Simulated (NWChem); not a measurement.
Everything below was run with NWChem. System: HGeI, charge 0, spin multiplicity 1, at a geometry optimised with PBE0/def2-SVP with def2 effective core potentials on I. The structure started from a generated list of species. Level: TD-B3LYP/def2-SVPD with def2 effective core potentials on I, VWN1-RPA local correlation.

The NWChem input:

```
start mol
memory heap 200 mb stack 900 mb global 1100 mb
geometry units angstroms nocenter noautoz
  Ge    -1.060581     1.159010     0.000000
  H      0.076710     2.283427     0.000000
  I      0.638903    -0.742863     0.000000
  symmetry group Cs
end
basis spherical
  * library def2-svpd
end
ecp
  I library def2-ecp
end
dft
  xc b3lyp
  semidirect memsize 60000000 filesize 0
  iterations 100
end
tddft
  rpa
  nroots 6
  notriplet
  thresh 1e-4
end
task tddft energy
```

Output (cleaned and shortened):

```
             Northwest Computational Chemistry Package (NWChem) 7.3.0
             --------------------------------------------------------

                                NWChem Input Module
                                -------------------

 Scaling coordinates for geometry "geometry" by  1.889725989
 (inverse scale =  0.529177249)

 Turning off AUTOSYM since
 SYMMETRY directive was detected!

                             Geometry "geometry" -> ""
                             -------------------------

 Output coordinates in angstroms (scale by  1.889725989 to convert to a.u.)

  No.       Tag          Charge          X              Y              Z
 ---- ---------------- ---------- -------------- -------------- --------------
    1 Ge                  32.0000    -1.06058100     1.15901000     0.00000000
    2 H                    1.0000     0.07671000     2.28342700     0.00000000
    3 I                   53.0000     0.63890300    -0.74286300     0.00000000

 Effective nuclear repulsion energy (a.u.)     371.5770960273

            Nuclear Dipole moment (a.u.)
            ----------------------------
        X                 Y               Z
 ---------------- ---------------- ----------------
    -0.0000434637     0.0000151178     0.0000000000

      Symmetry information
      --------------------

 Group name             Cs
 Group number              2
 Group order               2
 No. of unique centers     3

      Symmetry unique atoms

     1    2    3


 Summary of "ao basis" -> "" (spherical)
 ------------------------------------------------------------------------------
       Tag                 Description            Shells   Functions and Types
 ---------------- ------------------------------  ------  ---------------------
 *                         def2-svpd                  on all atoms

                                 NWChem DFT Module
                                 -----------------

 Summary of "ao basis" -> "ao basis" (spherical)
 ------------------------------------------------------------------------------
       Tag                 Description            Shells   Functions and Types
 ---------------- ------------------------------  ------  ---------------------
 Ge                        def2-svpd                14       38   6s4p4d
 H                         def2-svpd                 4        8   2s2p
 I                         def2-svpd                13       35   5s5p3d

 Summary of "ao basis" -> "ao basis" (spherical)
 ------------------------------------------------------------------------------
       Tag                 Description            Shells   Functions and Types
 ---------------- ------------------------------  ------  ---------------------
 Ge                        def2-svpd                14       38   6s4p4d
 H                         def2-svpd                 4        8   2s2p
 I                         def2-svpd                13       35   5s5p3d

      Symmetry analysis of basis
      --------------------------

        a'         56
        a"         25

            General Information
            -------------------
          SCF calculation type: DFT
          Wavefunction type:  closed shell.
          No. of atoms     :     3
          No. of electrons :    58
           Alpha electrons :    29
            Beta electrons :    29
          Charge           :     0
          Spin multiplicity:     1
          Use of symmetry is: off; symmetry adaption is: on
          Maximum number of iterations: 100
[...]
     Dipole Oscillator Strength                    0.0029944001
     Electric Quadrupole                           0.0000000128
     Magnetic Dipole                               0.0000012088
     Total Oscillator Strength                     0.0029956217

          sigma_e =   1.8869 Angstrom
          sigma_h =   2.0596 Angstrom
         |d_h->e| =   1.1120 Angstrom
            d_exc =   2.9974 Angstrom
            d_CD1 =   1.2847 Angstrom
            d_CD2 =  -0.8612 Angstrom
            d_CD3 =   4.1095 Angstrom
     Pearson C.C. =   0.0070

     Occ.   29  a'  ---  Virt.   30  a"  -1.00046 X
     Occ.   29  a'  ---  Virt.   30  a"   0.06418 Y
  ----------------------------------------------------------------------------
  Root   2 singlet a"             0.127988407 a.u.                3.4827 eV
  ----------------------------------------------------------------------------
     Transition Moments    X  0.00000   Y  0.00000   Z  0.24548
     Transition Moments   XX  0.00000  XY  0.00000  XZ -1.84891
     Transition Moments   YY -0.00000  YZ  1.35667  ZZ -0.00000
     Dipole Oscillator Strength                    0.0051417266
     Electric Quadrupole                           0.0000000587
     Magnetic Dipole                               0.0000017484
     Total Oscillator Strength                     0.0051435337

          sigma_e =   1.8756 Angstrom
          sigma_h =   1.9270 Angstrom
         |d_h->e| =   1.2656 Angstrom
            d_exc =   2.9781 Angstrom
            d_CD1 =   1.3170 Angstrom
            d_CD2 =  -0.6357 Angstrom
            d_CD3 =   4.2437 Angstrom
     Pearson C.C. =  -0.0050

     Occ.   27  a'  ---  Virt.   30  a"   0.99877 X
  ----------------------------------------------------------------------------
  Root   3 singlet a'             0.142057885 a.u.                3.8656 eV
  ----------------------------------------------------------------------------
     Transition Moments    X -0.34093   Y  0.48834   Z -0.00000
     Transition Moments   XX -0.20056  XY  0.30251  XZ -0.00000
     Transition Moments   YY -0.12155  YZ  0.00000  ZZ  0.31551
     Dipole Oscillator Strength                    0.0335931794
     Electric Quadrupole                           0.0000000026
     Magnetic Dipole                               0.0000000087
     Total Oscillator Strength                     0.0335931907

          sigma_e =   1.9650 Angstrom
          sigma_h =   1.6532 Angstrom
         |d_h->e| =   1.8210 Angstrom
            d_exc =   3.1743 Angstrom
            d_CD1 =   2.1328 Angstrom
            d_CD2 =   0.0119 Angstrom
            d_CD3 =   4.9953 Angstrom
     Pearson C.C. =  -0.0256

     Occ.   26  a'  ---  Virt.   31  a'   0.12205 X
     Occ.   27  a'  ---  Virt.   31  a'  -0.15300 X
     Occ.   28  a"  ---  Virt.   30  a"  -0.95802 X
     Occ.   28  a"  ---  Virt.   30  a"   0.06747 Y
     Occ.   29  a'  ---  Virt.   31  a'   0.20494 X
  ----------------------------------------------------------------------------
  Root   4 singlet a"             0.164508170 a.u.                4.4765 eV
  ----------------------------------------------------------------------------
     Transition Moments    X -0.00000   Y -0.00000   Z -0.02303
     Transition Moments   XX -0.00000  XY  0.00000  XZ -0.03397
     Transition Moments   YY -0.00000  YZ  1.37900  ZZ -0.00000
     Dipole Oscillator Strength                    0.0000581445
     Electric Quadrupole                           0.0000000451
     Magnetic Dipole                               0.0000023560
     Total Oscillator Strength                     0.0000605456

          sigma_e =   1.8508 Angstrom
          sigma_h =   1.9043 Angstrom
         |d_h->e| =   1.0108 Angstrom
            d_exc =   2.8387 Angstrom
            d_CD1 =   1.0644 Angstrom
            d_CD2 =  -0.8667 Angstrom
            d_CD3 =   3.8495 Angstrom
     Pearson C.C. =   0.0022

     Occ.   26  a'  ---  Virt.   30  a"  -0.99835 X
  ----------------------------------------------------------------------------
  Root   5 singlet a'             0.169220844 a.u.                4.6047 eV
  ----------------------------------------------------------------------------
     Transition Moments    X -0.66612   Y  0.33746   Z -0.00000
     Transition Moments   XX  0.95044  XY -1.13891  XZ -0.00000
     Transition Moments   YY  0.70291  YZ  0.00000  ZZ  0.03424
     Dipole Oscillator Strength                    0.0629038622
     Electric Quadrupole                           0.0000000393
     Magnetic Dipole                               0.0000001613
     Total Oscillator Strength                     0.0629040628

          sigma_e =   2.6243 Angstrom
          sigma_h =   2.0262 Angstrom
         |d_h->e| =   0.8424 Angstrom
            d_exc =   3.3719 Angstrom
            d_CD1 =   1.4405 Angstrom
            d_CD2 =  -1.4829 Angstrom
            d_CD3 =   4.2142 Angstrom
     Pearson C.C. =   0.0313

     Occ.   26  a'  ---  Virt.   31  a'   0.09413 X
     Occ.   27  a'  ---  Virt.   31  a'  -0.18494 X
     Occ.   28  a"  ---  Virt.   30  a"  -0.16374 X
     Occ.   29  a'  ---  Virt.   31  a'  -0.96188 X
  ----------------------------------------------------------------------------
  Root   6 singlet a"             0.204597313 a.u.                5.5674 eV
  ----------------------------------------------------------------------------
     Transition Moments    X -0.00000   Y -0.00000   Z -0.12512
     Transition Moments   XX -0.00000  XY  0.00000  XZ -0.79631
     Transition Moments   YY  0.00000  YZ  1.03135  ZZ -0.00000
     Dipole Oscillator Strength                    0.0021352537
     Electric Quadrupole                           0.0000000774
     Magnetic Dipole                               0.0000001817
     Total Oscillator Strength                     0.0021355128

          sigma_e =   2.5958 Angstrom
          sigma_h =   1.5726 Angstrom
         |d_h->e| =   1.4609 Angstrom
            d_exc =   3.3696 Angstrom
            d_CD1 =   2.4841 Angstrom
            d_CD2 =  -0.6233 Angstrom
            d_CD3 =   4.8305 Angstrom
     Pearson C.C. =  -0.0011

     Occ.   28  a"  ---  Virt.   31  a'  -0.99729 X

              Target root =      1
          Target symmetry = none
      Ground state energy =  -2375.199140272684
        Excitation energy =      0.084216690238
     Excited state energy =  -2375.114923582447

  stored tddft:energy   -2375.1149235824469

 Task  times  cpu:      132.9s     wall:      132.9s

 Total times  cpu:      133.0s     wall:      133.0s
```
